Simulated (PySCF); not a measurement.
B3LYP has the VWN-RPA correlation part, as in Gaussian. Delta-SCF ions had no search for a lower state. Excitations are Tamm–Dancoff values on a coarser integration grid. The basis has no diffuse functions, so Rydberg states are missing or too high.

# C3H5N, SMILES `NC#CC` (charge 0, multiplicity 1)

Method: B3LYP-D3(BJ)/def2-TZVP (PySCF).

HOMO: -5.84 eV
dipole moment: 1.30 D
LUMO: 0.57 eV
HOMO–LUMO gap: 6.41 eV
S1 excitation (TDA): 5.36 eV
S1 oscillator strength: 0.003
T1 excitation (TDA): 5.10 eV
S1–T1 gap (TDA): 0.26 eV
vertical ionisation energy (Delta-SCF): 8.36 eV
total energy: -172.0896 Ha
cost: around 100 core-seconds (rough)

```xyz
9

C     -1.6622    -0.1541     0.6128
C     -0.3013    -0.0226     0.1103
C      0.8198     0.0886    -0.3099
N      2.0576     0.2022    -0.8490
H     -1.6827    -0.4859     1.6539
H     -2.2421    -0.8670     0.0212
H     -2.1806     0.8066     0.5651
H      2.7060    -0.5232    -0.5770
H      2.4730     1.1193    -0.7660
```
Charge 0, spin multiplicity 1.
